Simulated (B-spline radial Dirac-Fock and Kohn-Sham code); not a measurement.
Dipole and non-dipole photoemission parameters of Tc⁴⁺ 3s

System: technetium as Tc⁴⁺, 1s2 2s2 2p6 3s2 3p6 3d10 4s2 4p6 4d3; threshold 587.8 eV (orbital energy of the model). Model: Dirac-Hartree-Slater photoionisation with a Latter tail; cross sections with all multipoles, angular parameters from the dipole term and its interference with E2. Program: an atomic code on a B-spline grid.

For linearly polarised light dσ/dΩ = σ/(4π) [1 + β P₂(cos θ) + (δ + γ cos²θ) sin θ cos φ], with θ from the polarisation vector and φ the angle between the beam and the projection of the electron momentum on the plane normal to the polarisation.

```csv
hν (eV),σ (kb),β,γ
735,93.4,1.992,0.515
1000,61.8,1.993,0.310
1253.6,44.0,1.994,0.171
1370,38.2,1.995,0.122
1486.9,33.5,1.995,0.080
2370,15.0,1.996,-0.078
2960,9.99,1.996,-0.091
3660,6.71,1.996,-0.059
4000,5.65,1.996,-0.031
5410,3.09,1.996,0.129
6120,?,?,?
6950,1.84,1.996,0.335
8047.8,1.34,1.996,0.487
8050,1.34,1.996,0.488
9251.7,0.991,1.996,0.654
9320,0.975,1.996,0.663
12200,0.533,1.995,1.040
```

Problem. Give the values at 6120 eV.

Solution. σ = 2.39 kb, β = 1.996, γ = 0.222. For an s subshell δ is negligible.

Values without a named source are computed, but for edge energies of neutral atoms, which are taken from tables.
